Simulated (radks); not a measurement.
Dispersion coefficients C6 (hartree bohr^6) between ground-configuration atoms and ions, from the Casimir-Polder integral (3/pi) of alpha_A(iw) alpha_B(iw). Method: scalar-relativistic Kohn-Sham, LDA (Slater exchange, VWN5 correlation), spin-polarised, spherical densities, finite nucleus; open shells are filled with parallel spins first (spin-orbit coupling, left out, can overturn this in heavy ions); Fermi nuclear charge, rms radius of each element as measured or else 0.836 A^(1/3) + 0.57 fm; computed with a radial shooting solver on a logarithmic mesh with Libxc functionals. Response by self-consistent Sternheimer equations with the Hartree and adiabatic LDA kernel, the relativistic mass of each level held fixed and spin-orbit coupling left out. For heavy and open-shell atoms this level of theory can miss by tens of per cent.

| C6 | Ru | Ru+ | Ru2+ | Ru3+ | Ru4+ | Ru5+ | Ru6+ |
|---|---|---|---|---|---|---|---|
| Ru | 526.8 |  |  |  |  |  |  |
| Ru+ | 222.8 | 106.2 |  |  |  |  |  |
| Ru2+ | 136.0 | 68.83 | 46.02 |  |  |  |  |
| Ru3+ | 91.13 | 48.05 | 32.83 | 23.80 |  |  |  |
| Ru4+ | 65.95 | 35.70 | 24.75 | 18.14 | 13.94 |  |  |
| Ru5+ | 49.63 | 27.38 | 19.19 | 14.19 | 10.98 | 8.688 |  |
| Ru6+ | 38.46 | 21.52 | 15.21 | 11.32 | 8.801 | 6.994 | 5.650 |

Static polarisabilities (bohr^3): Ru ([Kr] 4d7 5s1) 56.32, Ru+ ([Kr] 4d7) 16.59, Ru2+ ([Kr] 4d6) 8.529, Ru3+ ([Kr] 4d5) 5.163, Ru4+ ([Kr] 4d4) 3.514, Ru5+ ([Kr] 4d3) 2.532, Ru6+ ([Kr] 4d2) 1.902. The combination rule 2 Ca Cb / ((alpha_b/alpha_a) Ca + (alpha_a/alpha_b) Cb) gives 14.07 for Ru3+-Ru5+, against 14.19 from the integral.
